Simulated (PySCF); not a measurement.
## TDDFT excited states: C5H8ClFSi

C5H8ClFSi.
Z-matrix (Å and degrees, GFN2-xTB geometry), rows numbered from 1:
```
C 
C   1  1.3159
C   2  1.5048  1  135.01
C   3  1.5477  2   88.52  1   164.81
Si  4  1.9042  3  114.87  2  -104.31
Cl  5  2.0204  4  106.74  3   -73.58
C   2  1.5050  1  133.03  3   173.14
F   7  1.3812  2  115.87  1   -46.97
H   1  1.0769  2  121.42  3  -176.02
H   1  1.0771  2  121.53  3     3.57
H   3  1.0896  2  115.38  1    45.87
H   3  1.0902  2  113.21  1   -79.91
H   4  1.0910  3  114.08  2   125.19
H   5  1.4580  4  109.86  3   168.21
H   5  1.4585  4  109.78  3    43.53
H   7  1.0953  2  114.98  1    77.18
```

Computed with TDDFT B3LYP/def2-SVPD, vertical, gas phase, core orbitals frozen in the response in PySCF.

Problem. Predict the UV-vis stick spectrum at this level.

Solution. 

```tsv
state	E (eV)	ν̃ (cm⁻¹)	f	|μ| (D)	main configurations (H = HOMO, L = LUMO)
S1	6.24	50350	0.095	2.00	H→L (78%), H-1→L (15%)
S2	6.73	54260	0.010	0.63	H-3→L (55%), H-2→L (30%), H-1→L (11%)
S3	6.83	55100	0.119	2.14	H-1→L (61%), H→L (9%), H-3→L (8%)
S4	6.96	56130	0.0067	0.50	H→L+1 (69%), H→L+2 (26%)
S5	7.13	57480	0.084	1.77	H→L+2 (51%), H→L+1 (18%)
S6	7.15	57700	0.0068	0.50	H-2→L (58%), H-3→L (28%)
S7	7.42	59880	0.011	0.62	H→L+3 (55%), H→L+4 (33%)
S8	7.44	60000	0.0028	0.31	H-4→L (94%)
```

Triplets (Tamm–Dancoff): T1 4.20 eV, H→L (86%); T2 6.31 eV, H-3→L (50%), H-1→L (21%), H-2→L (18%); T3 6.37 eV, H-1→L (57%), H-3→L (20%).

The lowest singlet lies at 6.24 eV (199 nm, vacuum ultraviolet) and is of moderate strength; its leading configuration is HOMO→LUMO (78%). The most intense listed level is S3 at 6.83 eV (181 nm, f = 0.119), 0.59 eV above S1. Löwdin shares by element: HOMO carbon 75% or more (atoms not listed hold the other 25%); LUMO carbon 63% or more (atoms not listed hold the other 37%). The oscillator strengths of these states sum to 0.335; summed over the whole spectrum of an exact calculation they would give the number of electrons, 78 (Thomas–Reiche–Kuhn). The listed states span 1.20 eV, and the widest gap between neighbours is 0.48 eV (S1 to S2). Of the 8 states listed, 5 reach f = 0.01 and none stays under 0.0005. Only the lowest 8 singlets were computed, as vertical energies without vibronic structure.

One conformer stands for the species.
